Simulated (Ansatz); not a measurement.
Consider the formal exchange of groups at a C–Ga bond: `[SiH3][CH2][GaH2]` + `F/C=C/Cl` → `F/C(=C/Cl)C[SiH3]` + `[GaH3]`.

Program: Ansatz. Geometries: PBE0-D4/def2-TZVP. ΔE: electronic, gas phase. CCSD(T)/CBS is the MP2 limit (def2-TZVPP, def2-QZVPP) plus CCSD(T) − MP2 in def2-TZVPP, frozen cores. Double bonds are as drawn, so ΔE can hold a change between cis and trans. DFT in def2-TZVPP. B3LYP here is the variant with VWN-RPA as its local correlation; programs differ in this. For Ga outer-core shells are correlated without core-valence functions, which leaves a few kJ/mol of doubt a bond. Scalar relativity is left out up to krypton. One conformer a species, not always the lowest.

`[SiH3][CH2][GaH2]`:

Cartesian coordinates in Å:
```
Si -0.923 -1.100 0.104
C 0.708 -0.215 0.312
Ga 0.673 1.626 -0.380
H -0.881 -2.491 0.634
H -1.298 -1.169 -1.336
H -2.007 -0.369 0.818
H 1.476 -0.788 -0.217
H 0.953 -0.199 1.378
H 0.254 2.806 0.568
H 1.047 1.899 -1.881
```

`F/C=C/Cl`:

Cartesian coordinates in Å:
```
F 0.681 -1.638 0.388
C 0.094 -0.448 0.516
C -0.045 0.350 -0.527
Cl -0.796 1.882 -0.384
H -0.237 -0.229 1.523
H 0.304 0.084 -1.516
```

`F/C(=C/Cl)C[SiH3]`:

Z-matrix (Å, degrees):
```
C
Si 1 1.895
C 1 1.474 2 112.4
H 1 1.094 2 108.9 3 121.2
H 1 1.092 2 108.1 3 -121.4
H 2 1.484 1 110.2 3 -57.8
H 2 1.484 1 109.3 3 62.6
H 2 1.486 1 108.9 3 -177.7
C 3 1.327 1 129.6 2 -100.0
F 3 1.345 1 113.5 2 78.3
Cl 9 1.714 3 122.4 1 -1.2
H 9 1.080 3 121.9 1 178.6
```

`[GaH3]`:

Z-matrix (Å, degrees):
```
Ga
H 1 1.568
H 1 1.568 2 120.0
H 1 1.568 2 120.0 3 -179.9
```

Question: Is it downhill or uphill in electronic energy at CCSD(T)/CBS, and by how much? (An estimate is asked.)

Answer: The calculation gave: Uphill: ΔE = +26.2 kJ/mol.

Question: What do these levels give: PBE0-D4, ωB97X-V, PBE, r2SCAN, PBE0, B3LYP, HF/def2-TZVPP, SCS-MP2/def2-TZVPP, CCSD(T)/def2-TZVPP, HF/def2-QZVPP, HF/CBS(def2), CCSD/CBS(def2)? (An estimate is asked.)

Answer: Ansatz gave: PBE0-D4 17.5, ωB97X-V 15.2, PBE 21.3, r2SCAN 18.9, PBE0 20.4, B3LYP 21.8, HF/def2-TZVPP 19.0, SCS-MP2/def2-TZVPP 22.8, CCSD(T)/def2-TZVPP 23.2, HF/def2-QZVPP 18.5, HF/CBS(def2) 18.5, CCSD/CBS(def2) 26.6 kJ/mol.

Largest T1 diagnostic among the species: 0.013.

In def2-TZVPP, CCSD(T) changes the Hartree–Fock value by +4.2 kJ/mol (the triples alone add −0.4 kJ/mol) and MP2 by +4.2 kJ/mol. The D4 term adds −4.7 kJ/mol with B3LYP and −3.0 kJ/mol with PBE0; it sums over pairs of atoms, weighted by their polarisabilities, and B3LYP, whose exchange is more repulsive, gets the larger term.
